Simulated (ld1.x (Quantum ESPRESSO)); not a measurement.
Reading a pseudo-wave (Cu (Z = 29))

Columns: radius, all-electron u(r) and pseudo u(r) of the 3p shell (level -72.14 eV) of copper in the configuration [Ne] 3s2 3p6 3d10 4s1 4p0; PBE, scalar-relativistic, TM scheme, ld1.x (Quantum ESPRESSO) 7.5.

```json
{"r (bohr)": "0.080", "all-electron": "0.5410", "pseudo": "-0.0542"}
{"r (bohr)": "0.160", "all-electron": "0.5863", "pseudo": "-0.2066"}
{"r (bohr)": "0.240", "all-electron": "0.1376", "pseudo": "-0.4289"}
{"r (bohr)": "0.320", "all-electron": "-0.3995", "pseudo": "-0.6799"}
{"r (bohr)": "0.400", "all-electron": "-0.8265", "pseudo": "-0.9151"}
{"r (bohr)": "0.480", "all-electron": "-1.0948", "pseudo": "-1.0967"}
{"r (bohr)": "0.560", "all-electron": "-1.2211", "pseudo": "-1.2033"}
{"r (bohr)": "0.640", "all-electron": "-1.2422", "pseudo": "-1.2318"}
{"r (bohr)": "0.720", "all-electron": "-1.1952", "pseudo": "-1.1949"}
{"r (bohr)": "0.800", "all-electron": "-1.1087", "pseudo": "-1.1131"}
{"r (bohr)": "0.880", "all-electron": "-1.0032", "pseudo": "-1.0073"}
{"r (bohr)": "0.960", "all-electron": "-0.8916", "pseudo": "-0.8939"}
{"r (bohr)": "1.040", "all-electron": "-0.7823", "pseudo": "-0.7830"}
{"r (bohr)": "1.120", "all-electron": "-0.6798", "pseudo": "-0.6799"}
{"r (bohr)": "1.200", "all-electron": "-0.5863", "pseudo": "-0.5863"}
{"r (bohr)": "1.280", "all-electron": "-0.5028", "pseudo": "-0.5028"}
{"r (bohr)": "1.360", "all-electron": "-0.4292", "pseudo": "-0.4292"}
{"r (bohr)": "1.440", "all-electron": "-0.3652", "pseudo": "-0.3652"}
{"r (bohr)": "1.520", "all-electron": "-0.3097", "pseudo": "-0.3097"}
{"r (bohr)": "1.600", "all-electron": "-0.2621", "pseudo": "-0.2621"}
{"r (bohr)": "1.680", "all-electron": "-0.2213", "pseudo": "-0.2213"}
{"r (bohr)": "1.760", "all-electron": "-0.1867", "pseudo": "-0.1867"}
{"r (bohr)": "1.840", "all-electron": "-0.1572", "pseudo": "-0.1572"}
{"r (bohr)": "1.920", "all-electron": "-0.1322", "pseudo": "-0.1322"}
{"r (bohr)": "2.000", "all-electron": "-0.1111", "pseudo": "-0.1111"}
{"r (bohr)": "2.080", "all-electron": "-0.0932", "pseudo": "-0.0932"}
```

Task: How many radial nodes do the two functions have?

Result: The all-electron 3p function has n − l − 1 = 1; the pseudo-wave has 0, since the states of the same l below it are removed with the core.

Task: At about which radius was the pseudo-wave matched?

Result: 1.25 bohr. The columns agree to 0.0005 from 1.12 bohr on; several derivatives are matched, so the curves merge somewhat inside the radius.

Task: Is the pseudo-wave norm-conserving?

Result: Yes: the TM scheme keeps the norm inside the radius equal to the all-electron one, which fixes the energy derivative of the logarithmic derivative at the level.
